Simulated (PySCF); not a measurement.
From one molecule to another.

First species: C5H8N2O.
Structure used (GFN2-xTB), in Å, numbered top down from 1:
```xyz
16
C5H8N2O angstrom
C     -1.199   -1.283   -0.557
C     -0.603   -0.280    0.433
C     -1.471    0.977    0.525
C      0.765    0.098   -0.012
N      1.104    0.668   -1.122
N      2.443    0.820   -1.101
C      2.852    0.337    0.019
O      1.844   -0.143    0.768
H     -0.594   -2.186   -0.603
H     -1.239   -0.840   -1.548
H     -2.205   -1.555   -0.248
H     -0.512   -0.743    1.421
H     -1.515    1.462   -0.446
H     -2.477    0.709    0.836
H     -1.060    1.679    1.247
H      3.859    0.288    0.377
```

Second species: C3H9PSi.
SMILES: `C=CP(C)[SiH3]`

Levels: B3LYP/def2-SVPD for dipole moment, HOMO energy, LUMO energy, HOMO–LUMO gap, static isotropic polarisability and electronic spatial extent ⟨r²⟩ about the centre of nuclear charge; TDDFT B3LYP/def2-SVPD for lowest singlet excitation; TDA B3LYP/def2-SVPD for lowest triplet excitation (Tamm–Dancoff); GFN2-xTB for rotational constant A and rotational constant C. Geometries: GFN2-xTB. Each structure is a single optimised conformer of the isolated species, non-relativistic unless stated; the electronic structure was computed with PySCF and density fitting.

Dipoles, sizes and rotational constants follow the conformer. The torsions of the flexible species, by atom-mapped SMILES:
- `[CH3:1][CH:2]([CH3:3])[c:4]1[n:5][n:6][cH:7][o:8]1`: C1–C2–C4–N5 61°
- `[CH2:1]=[CH:2][P:3]([CH3:4])[SiH3:5]`: C1–C2–P3–C4 18°

| property | column X | column Y |
| --- | --- | --- |
| dipole moment | 3.33 D | 0.99 D |
| HOMO energy | -7.55 eV | -6.25 eV |
| LUMO energy | -0.65 eV | -0.49 eV |
| HOMO–LUMO gap | 6.90 eV | 5.76 eV |
| lowest singlet excitation | 5.53 eV | 5.25 eV |
| lowest triplet excitation (Tamm–Dancoff) | 4.65 eV | 3.89 eV |
| static isotropic polarisability | 73.4 au | 94.9 au |
| electronic spatial extent ⟨r²⟩ about the centre of nuclear charge | 947 bohr² | 800 bohr² |
| rotational constant A | 4.567 GHz | 4.266 GHz |
| rotational constant C | 1.435 GHz | 1.727 GHz |

Q: Which column belongs to which species?

A: Column X is the first species and column Y the second. The first has 16 atoms and 60 electrons, the second 14 and 56.

Q: How does each property change from the first species to the second?

A: dipole moment -2.34 D; HOMO energy +1.30 eV; LUMO energy +0.16 eV; HOMO–LUMO gap -1.14 eV; lowest singlet excitation -0.28 eV; lowest triplet excitation (Tamm–Dancoff) -0.76 eV; static isotropic polarisability +21.5 au; electronic spatial extent ⟨r²⟩ about the centre of nuclear charge -147 bohr²; rotational constant A -0.301 GHz; rotational constant C +0.292 GHz.

On the first: The principal polarisabilities are 61.4, 66.8 and 92.0 au; their mean is the isotropic value. S1 lies 1.37 eV below the HOMO–LUMO gap; its leading configuration is HOMO→LUMO, weight 0.99.

On the second: The polarisability is 14.06 Å³ as a volume (1 au = 0.148185 Å³), or 1.69 au for each of the 56 electrons. The 8 singlets span 5.25 to 6.84 eV, and their oscillator strengths add up to 0.47.
